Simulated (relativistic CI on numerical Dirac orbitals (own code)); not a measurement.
d8 in a ligand field

Computed with a parametric ligand-field model of a d^n configuration (Racah B and C, spin-orbit zeta, crystal field), exact diagonalisation.

Field parameters in Wybourne normalisation: Oh B⁴₀ = 21Dq, B⁴₄ = √(5/14) B⁴₀; Td as Oh with Dq negative (B⁴₀ = 21Dq, B⁴₄ = √(5/14) B⁴₀). The field is a parameter set, without covalency.

Problem. Lowest levels for B = 840, C = 3450, ζ = 510 cm⁻¹, Oh, 10Dq = 27500 cm⁻¹?

Solution. T2 0 (S 1.00), E 13448 (S 0.01), A1 24698 (S 0.01), T1 27375 (S 1.00), E 27376 (S 1.00), T2 27642 (S 1.00), A2 27780 (S 1.00), T1 36395 (S 1.00), A1 36408 (S 1.00) cm⁻¹, with S from ⟨S²⟩ = S(S + 1). The ground level has 2.00 electrons in the cubic e pair.

Problem. Lowest levels for B = 350, C = 1710, ζ = 60 cm⁻¹, Oh, 10Dq = 26150 cm⁻¹?

Solution. T2 0 (S 1.00), E 6192 (S 0.00), A1 11810 (S 0.00), E 26135 (S 1.00), T1 26135 (S 1.00), T2 26165 (S 1.00), A2 26180 (S 1.00), T2 30151 (S 1.00), E 30152 (S 1.00) cm⁻¹, with S from ⟨S²⟩ = S(S + 1). The ground level has 2.00 electrons in the cubic e pair.

Problem. Lowest levels for B = 360, C = 1540, ζ = 400 cm⁻¹, Oh, 10Dq = 19600 cm⁻¹?

Solution. T2 0 (S 1.00), E 5912 (S 0.00), A1 11186 (S 0.00), E 19489 (S 1.00), T1 19497 (S 1.00), T2 19707 (S 1.00), A2 19822 (S 1.00), T2 23605 (S 0.99), E 23649 (S 1.00) cm⁻¹, with S from ⟨S²⟩ = S(S + 1). The ground level has 2.00 electrons in the cubic e pair.

Problem. Lowest levels for B = 740, C = 2760, ζ = 470 cm⁻¹, Td, 10Dq = -8300 cm⁻¹?

Solution. A1 0 (S 1.00), T1 312 (S 1.00), E 896 (S 1.00), T2 958 (S 1.00), T1 7877 (S 1.00), E 7919 (S 1.00), T2 7944 (S 0.97), A2 8209 (S 1.00), T2 11153 (S 0.08) cm⁻¹, with S from ⟨S²⟩ = S(S + 1). The ground level has 3.92 electrons in the cubic e pair.

Problem. Lowest levels for B = 450, C = 1710, ζ = 450 cm⁻¹, Td, 10Dq = -6400 cm⁻¹?

Solution. A1 0 (S 1.00), T1 291 (S 1.00), E 818 (S 1.00), T2 890 (S 1.00), T2 6060 (S 0.80), T1 6258 (S 1.00), E 6295 (S 0.99), A2 6573 (S 1.00), E 7196 (S 0.07) cm⁻¹, with S from ⟨S²⟩ = S(S + 1). The ground level has 3.94 electrons in the cubic e pair.
